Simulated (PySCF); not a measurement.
All values below come from B3LYP-D3(BJ)/def2-TZVP // PBE0-D4/def2-TZVP (PySCF 2.14.0). Gas-phase values, no solvent. One relaxed conformer stands for a flexible species; it need not be the lowest. B3LYP has the VWN-RPA correlation part, as in Gaussian. Delta-SCF ions had no search for a lower state. Excitations are Tamm–Dancoff values on a coarser integration grid. The basis has no diffuse functions, so Rydberg states are missing or too high.

Reference species (SMILES): `N[SiH2]Cl` (neutral, multiplicity 1).

| Quantity | Result |
|---|---|
| T1 excitation (TDA) | 6.30 eV |
| vertical ionisation energy (Delta-SCF) | 10.33 eV |

Changed species: `[S@](C)([SiH2]Cl)=O` (O–S–Si–Cl torsion 174°) (X = methylsulfinyl; the reference has X = amino).

Task: Predict the effect on the T1 excitation (TDA) and vertical ionisation energy (Delta-SCF).

Result: the T1 excitation (TDA) falls by 2.31 eV, to 3.99 eV; the vertical ionisation energy (Delta-SCF) decreases by 1.52 eV, to 8.81 eV.
